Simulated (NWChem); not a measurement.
System meant: C$_{2}$H$_{5}$B$_{2}$FO; SMILES FB1OB(C)C1

Input file for NWChem:

```
start job
memory heap 200 mb stack 900 mb global 1100 mb
geometry units angstroms noautoz
  C     -0.253026    -2.395582     0.233145
  B      0.020430    -0.882919    -0.000832
  C      1.284406     0.090689    -0.037492
  B      0.035428     1.040030    -0.129568
  F     -0.203899     2.333838    -0.087210
  O     -0.970216     0.088706    -0.217353
  H      0.346825    -3.005030    -0.462706
  H     -1.313579    -2.666035     0.132352
  H      0.090140    -2.676066     1.243989
  H      1.868023     0.020385    -0.969505
  H      1.975393     0.151568     0.813888
end
basis spherical
  C library def2-svp
  B library def2-svp
  F library def2-svp
  O library def2-svp
  H library def2-svp
end
dft
  xc pbe0
  iterations 4
  mulliken
end
task dft energy
```

End of the output:

```
    Atom       Charge   Shell Charges
 -----------   ------   -------------------------------------------------------
    1 C    6     6.15   1.96  0.57  0.31  1.90  1.35  0.05
    2 B    5     5.01   1.96  0.51  0.21  1.38  0.61  0.34
    3 C    6     6.18   1.96  0.56  0.31  1.93  1.36  0.05
    4 B    5     5.11   1.96  0.47  0.20  1.35  0.59  0.54
    5 F    9     8.93   1.98  0.98  0.70  3.19  2.07  0.01
    6 O    8     7.94   1.97  0.88  0.56  2.69  1.83  0.02
    7 H    1     0.94   0.62  0.25  0.07
    8 H    1     0.95   0.62  0.26  0.07
    9 H    1     0.93   0.61  0.25  0.07
   10 H    1     0.92   0.60  0.25  0.07
   11 H    1     0.94   0.61  0.25  0.07

 center of mass
 --------------
 x =  -0.07005126 y =   0.23367804 z =  -0.00367834

 moments of inertia (a.u.)
 ------------------
         785.465004991925           0.000000000000          -0.000000000000
           0.000000000000         177.400153665705           0.000000000000
          -0.000000000000           0.000000000000         934.375011969146

     Multipole analysis of the density
     ---------------------------------

     L   x y z        total         alpha         beta         nuclear
     -   - - -        -----         -----         ----         -------
     0   0 0 0     -0.000000    -22.000000    -22.000000     44.000000

     1   1 0 0      0.527314      0.263657      0.263657     -0.000000
     1   0 1 0     -0.643687     -0.321843     -0.321843     -0.000000
     1   0 0 1      0.001773      0.000887      0.000887      0.000000

     2   2 0 0    -26.907442    -62.459597    -62.459597     98.011752
     2   1 1 0      0.321696     -1.999965     -1.999965      4.321627
     2   1 0 1     -0.235326      0.241541      0.241541     -0.718407
     2   0 2 0    -26.865470   -221.998764   -221.998764    417.132058
     2   0 1 1     -0.261419      1.147545      1.147545     -2.556509
     2   0 0 2    -23.799496    -18.302943    -18.302943     12.806391

 ------------------------------------------------------------------------
 dft energy failed                                                                                  0
 ------------------------------------------------------------------------
 ------------------------------------------------------------------------
  current input line :
    28: task dft energy
 ------------------------------------------------------------------------
 ------------------------------------------------------------------------
 This type of error is most commonly associated with calculations not reaching convergence criteria
 ------------------------------------------------------------------------
 For more information see the NWChem manual at https://nwchemgit.github.io

0:dft energy failed:Received an Error in Communication
```

Q: Can this run be used? If not, why, and what is the fix?

A: The run did not converge; its last values are not results. Cause: the SCF was allowed too few iterations. This input runs:
```
start job
memory heap 200 mb stack 900 mb global 1100 mb
geometry units angstroms noautoz
  C     -0.253026    -2.395582     0.233145
  B      0.020430    -0.882919    -0.000832
  C      1.284406     0.090689    -0.037492
  B      0.035428     1.040030    -0.129568
  F     -0.203899     2.333838    -0.087210
  O     -0.970216     0.088706    -0.217353
  H      0.346825    -3.005030    -0.462706
  H     -1.313579    -2.666035     0.132352
  H      0.090140    -2.676066     1.243989
  H      1.868023     0.020385    -0.969505
  H      1.975393     0.151568     0.813888
end
basis spherical
  * library def2-svp
end
dft
  xc pbe0
  iterations 150
  mulliken
end
task dft energy
```
It converges to -303.57718 Ha (PBE0/def2-SVP).
